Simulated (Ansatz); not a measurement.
C₃H₅ (SMILES [CH]=CC), doublet (typed; the unrestricted solution is spin-contaminated), geometry from GFN2-xTB; CCSD/3-21G (Ansatz, a program for electronic structure).

The Ansatz input:
Ansatz 0.2 input:
```yaml
crystal:
  periodic: [false, false, false]
  atoms:
    - {symbol: C, position_ang: [1.27668310, 0.36852878, -0.15104288]}
    - {symbol: C, position_ang: [0.23219705, -0.25268018, 0.28458034]}
    - {symbol: C, position_ang: [-1.18020056, -0.02266933, -0.17076605]}
    - {symbol: H, position_ang: [2.32916855, 0.38664228, 0.00329610]}
    - {symbol: H, position_ang: [0.30850896, -1.03164961, 1.05737034]}
    - {symbol: H, position_ang: [-1.59392448, -0.94403075, -0.57906005]}
    - {symbol: H, position_ang: [-1.21713451, 0.75111155, -0.93205579]}
    - {symbol: H, position_ang: [-1.79869600, 0.27885092, 0.67382098]}
basis:
  gaussian:
    orbitals: 3-21G.json
    fitting: {mean_field: cc-pVTZ-JKFIT, correlation: cc-pVTZ-RIFIT}
magnetization: {spin_polarized: true, initial_magnetization: 1}
correlation: {method: ccsd}
```
The basis file holds 3-21G in the JSON format of the Basis Set Exchange.

### Question
Predict the main parts of the log of this Ansatz run.

### Answer

```
Functional definition: HF
387 factors; integrals over basis functions are off by at most 2.2e-3 eV
393 factors; integrals over basis functions are off by at most 2.5e-3 eV
mean field evaluation 1: about -3148.8905 eV, gradient 1.4e1 eV
mean field evaluation 2: about -3150.2493 eV, gradient 4.1e0 eV
mean field evaluation 4: about -3150.4675 eV, gradient 9.6e-1 eV
mean field evaluation 8: about -3150.6006 eV, gradient 1.5e-1 eV
mean field evaluation 16: about -3150.5195 eV, gradient 7.3e-1 eV
mean field evaluation 32: about -3138.9850 eV, gradient 5.4e-2 eV
mean field -3150.60111195 eV, -115.7824553101 hartree, gradient 1.3e-6 eV, S^2 0.957690; 1 other end points of the search recorded, 0 dependent functions left out
determinant -3150.60111195 eV, -115.7824553101 hartree, with singles and doubles -3158.22524663 eV, -116.0626370915 hartree
determinant -3147.24852776 eV, -115.6592501133 hartree, with singles and doubles -3154.47160229 eV, -115.9246932065 hartree
3 core orbitals not correlated
reference -3150.60111195 eV, -115.7824553101 hartree; 9, 8 occupied and 25, 26 virtual orbitals, 393 factors
second order -6.41954067 eV of doubles, -0.00000000 eV of singles
cycle   1  -7.62548825 eV  change   -1.4e-3 eV  update   2.3e-3
cycle   2  -7.62695558 eV  change   -1.5e-3 eV  update   1.7e-3
cycle   3  -7.62758597 eV  change   -6.3e-4 eV  update   7.4e-4
cycle   4  -7.62802466 eV  change   -4.4e-4 eV  update   3.3e-4
cycle   5  -7.62877004 eV  change   -7.5e-4 eV  update   1.2e-4
cycle   6  -7.62918737 eV  change   -4.2e-4 eV  update   6.3e-5
cycle   7  -7.62922723 eV  change   -4.0e-5 eV  update   2.9e-5
cycle   8  -7.62922744 eV  change   -2.1e-7 eV  update   7.2e-6
Total energy: -3158.23033939 eV, -116.0628242472 hartree
```
